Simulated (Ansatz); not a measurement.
Geometry optimisation, RKS PBE-D4/6-31G* in Ansatz.

input.yaml

```yaml
crystal:
  periodic: [false, false, false]
  atoms:
    - { symbol: Al, position_ang: [0.060712, 0.622895, -0.362201] }
    - { symbol: H, position_ang: [-0.028701, -0.191602, 2.276094] }
    - { symbol: O, position_ang: [1.582902, -0.133753, -0.636002] }
    - { symbol: Si, position_ang: [2.39097, -1.435043, -1.269159] }
    - { symbol: H, position_ang: [1.454349, -2.400492, -1.944046] }
    - { symbol: H, position_ang: [3.397974, -0.974268, -2.284585] }
    - { symbol: H, position_ang: [3.118328, -2.178207, -0.184651] }
    - { symbol: H, position_ang: [-1.310734, 0.003212, -0.86291] }
    - { symbol: "N", position_ang: [0.052807, 2.228917, 0.597946] }
    - { symbol: H, position_ang: [0.925661, 2.719034, 0.804404] }
    - { symbol: H, position_ang: [-0.716888, 2.892787, 0.515942] }
    - { symbol: H, position_ang: [-0.056379, 0.489922, 2.051868] }
basis:
  gaussian: { orbitals: "6-31G*" }
hamiltonian:
  xc: pbe
  dispersion: d4
relax:
  f_tol: 0.03
  max_steps: 50
output:
  orbitals: {}
```

Command:

```bash
$ ansatz run input.yaml --threads 2 --pin off --max-ram 3072MiB --backend cpu --events-out ev --progress --plain --runs-dir out
```

Task: Where does it end, and by what steps?

Result: It converged. The force dipped under the threshold on the way, but the program's further checks kept it going. After 27 steps the energy has fallen by 0.207 eV; H2 moved furthest, 1.66 Å.

| step | energy less start (eV) | largest force component (eV/Å) | accepted |
| --- | --- | --- | --- |
| 0 | 0.0000 | 1.639 | yes |
| 1 | -0.1369 | 0.699 | yes |
| 2 | -0.1756 | 0.352 | yes |
| 3 | -0.1856 | 0.217 | yes |
| 4 | -0.1651 | 0.826 | no |
| 5 | -0.1891 | 0.244 | yes |
| 6 | -0.1902 | 0.044 | yes |
| 7 | -0.1912 | 0.059 | yes |
| 8 | -0.1919 | 0.049 | yes |
| 9 | -0.1909 | 0.343 | no |
| 10 | -0.1931 | 0.074 | yes |
| 11 | -0.1938 | 0.172 | yes |
| 12 | -0.1950 | 0.147 | yes |
| 13 | -0.1964 | 0.196 | yes |
| 14 | -0.1924 | 0.441 | no |
| 15 | -0.1996 | 0.023 | yes |
| 16 | -0.2010 | 0.035 | yes |
| 17 | -0.2025 | 0.112 | yes |
| 18 | -0.2033 | 0.205 | yes |
| 19 | -0.2042 | 0.120 | yes |
| 20 | -0.2054 | 0.020 | yes |
| 21 | -0.2061 | 0.056 | yes |
| 22 | -0.2060 | 0.122 | no |
| 23 | -0.2064 | 0.031 | yes |
| 24 | -0.2066 | 0.037 | yes |
| 25 | -0.2067 | 0.035 | yes |
| 26 | -0.2069 | 0.038 | yes |
| 27 | -0.2069 | 0.017 | yes |

```xyz
12
Properties=species:S:1:pos:R:3
Al 0.141 0.546 -0.619
H -0.626 0.661 3.574
O 1.649 -0.225 -0.921
Si 2.519 -1.452 -1.610
H 1.642 -2.401 -2.383
H 3.547 -0.895 -2.554
H 3.232 -2.243 -0.550
H -1.212 0.050 -1.296
N 0.142 1.934 0.500
H 0.968 2.324 0.954
H -0.689 2.476 0.733
H -0.442 0.868 2.873
```

The run took 59 s on 2 threads of AMD EPYC 7R43 64-Core Processor (Zen 3), on a shared host, peak memory 0.17 GiB.
